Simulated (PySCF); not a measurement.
In(F)(Br)(Me) (CH3BrFIn), SMILES [CH3][In]([F])[Br]. Atoms are numbered in the order given.

```xyz
7

In    -0.0428     0.6653     0.0000
F     -1.9278     1.2031     0.0000
Br     0.1407    -1.8047     0.0000
C      1.5283     2.1104     0.0000
H      2.4991     1.5997     0.0000
H      1.4264     2.7366    -0.8968
H      1.4264     2.7366     0.8968
```
Charge 0, spin multiplicity 1.

Geometry optimised at PBE0-D3(BJ)/def2-SVP. The def2 effective core potentials stand for the cores of In; spin–orbit coupling is left out.

Level of theory: PBE/def2-TZVP (PySCF).

ESP charges are fitted to the potential on shells at 1.4 to 2.0 van der Waals radii. Atomic charges (e):

```tsv
atom	Mulliken	Löwdin	ESP fit
In1	0.86	0.20	0.83
F2	-0.44	-0.23	-0.43
Br3	-0.34	0.10	-0.29
C4	-0.56	-0.50	-0.68
H5	0.16	0.14	0.15
H6	0.16	0.14	0.21
H7	0.16	0.14	0.21
```
